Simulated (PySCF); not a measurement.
## `InChI=1S/C5H5BF2O2/c1-9-5-3-2-4(10-5)6(7)8/h2-3H,1H3`

Geometry:
```tsv
atom	x (Å)	y (Å)	z (Å)
C1	-2.509	0.888	-0.146
O2	-1.978	-0.399	-0.403
C3	-0.689	-0.584	-0.208
C4	0.064	-1.727	-0.367
C5	1.378	-1.338	-0.020
C6	1.355	-0.005	0.327
B7	2.439	0.962	0.778
F8	3.693	0.549	0.902
F9	2.184	2.229	1.059
O10	0.050	0.440	0.198
H11	-3.582	0.822	-0.358
H12	-2.353	1.180	0.904
H13	-2.046	1.646	-0.797
H14	-0.303	-2.697	-0.689
H15	2.268	-1.966	-0.017
```

Computed with TDDFT CAM-B3LYP/aug-cc-pVDZ excited states, vertical, gas phase (PySCF 2.14.0). Geometry: PBE0-D3(BJ)/def2-SVP.

(1) Give the one- and two-photon strengths of the lowest singlets.

Answers

(1) δ for parallel linear polarisation; σ at the peak of a Lorentzian of half width 0.1 eV, single beam; Ω is circular over linear.
```csv
state,E (eV),f,photon λ (nm),δ (au),σ (GM),Ω,main
S1,4.96,0.337,500,330,2.97,0.76,HOMO→LUMO 0.97
S2,5.46,0.001,454,80.3,0.88,1.50,HOMO→LUMO+1 0.74
S3,6.15,0.002,403,22.2,0.31,1.50,HOMO→LUMO+2 0.84
S4,6.24,0.014,398,31.7,0.45,1.50,HOMO→LUMO+3 0.87
S5,6.45,0.003,385,33.8,0.51,1.03,"HOMO→LUMO+4 0.83, HOMO→LUMO+11 0.10"
S6,6.57,0.002,378,22.4,0.35,1.50,"HOMO→LUMO+5 0.32, HOMO→LUMO+7 0.26"
```

Among these, the strongest one-photon state is S1, the strongest two-photon state S1, with a dipole change of 2.8 D (relaxed, norm of the difference vector).
